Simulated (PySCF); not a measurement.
Compound: C₆H₄ClF.
Bonds: F1–C2, C2–C3 (aromatic), C3–C4 (aromatic), C4–C5 (aromatic), C5–C6 (aromatic), C6–Cl7, C6–C8 (aromatic), C2–C8 (aromatic). Hydrogens: H9 on C3; H10 on C4; H11 on C5; H12 on C8.

The same species was optimised twice, with GFN2-xTB and with PBE0-D3(BJ)/def2-SVP (PySCF), and the same property calculations (PySCF, gas phase) were run on both structures.

```json
{"coordinate": "F1–C2 (Å)", "GFN2-xTB": "1.346", "PBE0-D3(BJ)/def2-SVP": "1.330", "change": "-0.016"}
{"coordinate": "C4–C5 (Å)", "GFN2-xTB": "1.384", "PBE0-D3(BJ)/def2-SVP": "1.393", "change": "+0.009"}
{"coordinate": "C3–C4 (Å)", "GFN2-xTB": "1.384", "PBE0-D3(BJ)/def2-SVP": "1.393", "change": "+0.009"}
{"coordinate": "C6–C8 (Å)", "GFN2-xTB": "1.386", "PBE0-D3(BJ)/def2-SVP": "1.394", "change": "+0.008"}
{"coordinate": "C5–C6 (Å)", "GFN2-xTB": "1.387", "PBE0-D3(BJ)/def2-SVP": "1.395", "change": "+0.008"}
{"coordinate": "C2–C8 (Å)", "GFN2-xTB": "1.383", "PBE0-D3(BJ)/def2-SVP": "1.390", "change": "+0.007"}
{"coordinate": "C2–C3 (Å)", "GFN2-xTB": "1.383", "PBE0-D3(BJ)/def2-SVP": "1.390", "change": "+0.007"}
{"coordinate": "C6–Cl7 (Å)", "GFN2-xTB": "1.725", "PBE0-D3(BJ)/def2-SVP": "1.730", "change": "+0.005"}
{"coordinate": "C4–C5–C6 (°)", "GFN2-xTB": "119.5", "PBE0-D3(BJ)/def2-SVP": "118.9", "change": "-0.6"}
{"coordinate": "C3–C4–C5 (°)", "GFN2-xTB": "120.7", "PBE0-D3(BJ)/def2-SVP": "121.1", "change": "+0.4"}
{"coordinate": "C5–C6–C8 (°)", "GFN2-xTB": "121.1", "PBE0-D3(BJ)/def2-SVP": "121.3", "change": "+0.2"}
{"coordinate": "C5–C6–Cl7 (°)", "GFN2-xTB": "119.7", "PBE0-D3(BJ)/def2-SVP": "119.5", "change": "-0.2"}
{"coordinate": "C3–C2–C8 (°)", "GFN2-xTB": "122.3", "PBE0-D3(BJ)/def2-SVP": "122.2", "change": "-0.1"}
{"coordinate": "Cl7–C6–C8 (°)", "GFN2-xTB": "119.3", "PBE0-D3(BJ)/def2-SVP": "119.2", "change": "-0.1"}
{"coordinate": "F1–C2–C8 (°)", "GFN2-xTB": "118.6", "PBE0-D3(BJ)/def2-SVP": "118.7", "change": "+0.1"}
{"coordinate": "C2–C8–C6 (°)", "GFN2-xTB": "118.0", "PBE0-D3(BJ)/def2-SVP": "118.1", "change": "+0.1"}
```

Rotational constants: A = 3458, B = 1182, C = 880.8 MHz (GFN2-xTB) against A = 3438, B = 1176, C = 876.1 MHz (PBE0-D3(BJ)/def2-SVP). Point groups within 0.08 Å: Cs and Cs.

On the GFN2-xTB structure: HOMO (eV) -7.41 [PBE0/pcSseg-1]; LUMO (eV) -0.85 [PBE0/pcSseg-1]; dipole (D) 1.59 [PBE0/pcSseg-1]; GIAO shielding of F1 (ppm) 283.6 [PBE0/pcSseg-1]; GIAO shielding of C2 (ppm) 13.9 [PBE0/pcSseg-1]; GIAO shielding of C3 (ppm) 67.6 [PBE0/pcSseg-1]; GIAO shielding of C4 (ppm) 50.9 [PBE0/pcSseg-1]; GIAO shielding of C5 (ppm) 56.7 [PBE0/pcSseg-1]; GIAO shielding of C6 (ppm) 39.5 [PBE0/pcSseg-1]; GIAO shielding of Cl7 (ppm) 703.6 [PBE0/pcSseg-1]; GIAO shielding of C8 (ppm) 64.1 [PBE0/pcSseg-1].

What do these properties become on the PBE0-D3(BJ)/def2-SVP structure?

| property | level | on GFN2-xTB | on PBE0-D3(BJ)/def2-SVP | change |
| --- | --- | --- | --- | --- |
| HOMO (eV) | PBE0/pcSseg-1 | -7.41 | -7.37 | +0.04 |
| LUMO (eV) | PBE0/pcSseg-1 | -0.85 | -0.88 | -0.03 |
| dipole (D) | PBE0/pcSseg-1 | 1.59 | 1.55 | -0.04 |
| energy, GFN2-xTB geometry as zero (kcal/mol) | PBE0/pcSseg-1 | 0.0 | -0.1 | -0.1 |
| GIAO shielding of F1 (ppm) | PBE0/pcSseg-1 | 283.6 | 285.2 | +1.6 |
| GIAO shielding of C2 (ppm) | PBE0/pcSseg-1 | 13.9 | 14.0 | +0.1 |
| GIAO shielding of C3 (ppm) | PBE0/pcSseg-1 | 67.6 | 65.9 | -1.7 |
| GIAO shielding of C4 (ppm) | PBE0/pcSseg-1 | 50.9 | 48.7 | -2.2 |
| GIAO shielding of C5 (ppm) | PBE0/pcSseg-1 | 56.7 | 54.7 | -2.0 |
| GIAO shielding of C6 (ppm) | PBE0/pcSseg-1 | 39.5 | 37.4 | -2.1 |
| GIAO shielding of Cl7 (ppm) | PBE0/pcSseg-1 | 703.6 | 698.0 | -5.6 |
| GIAO shielding of C8 (ppm) | PBE0/pcSseg-1 | 64.1 | 62.5 | -1.6 |

The heavy atoms differ by 0.008 Å rms after alignment. Among bonds between heavy atoms F1–C2 changes most (-0.016 Å). Changes are differences of the printed values. Neither structure is proved a minimum here.
